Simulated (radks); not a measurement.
Charge is removed step by step from the 1s down level of Zn28+, starting from 1s(up 1, down 1). All-electron calculation, scalar-relativistic Kohn-Sham, SCAN, spin-polarised, spherical densities, finite nucleus; meta-GGA in the generalised Kohn-Sham scheme; Fermi nuclear charge, rms radius 3.9283 fm. Program: a radial shooting solver on a logarithmic mesh with Libxc functionals.

removed (e)  E - E(0) (eV)  eigenvalue (eV)
0                    0.000         -11712.3
0.4                 4715.4         -11862.0
0.7                 8288.6         -11955.2
0.8                 9485.3         -11977.1

The mean slope of the eigenvalue, de/dn, is 331 eV per electron.
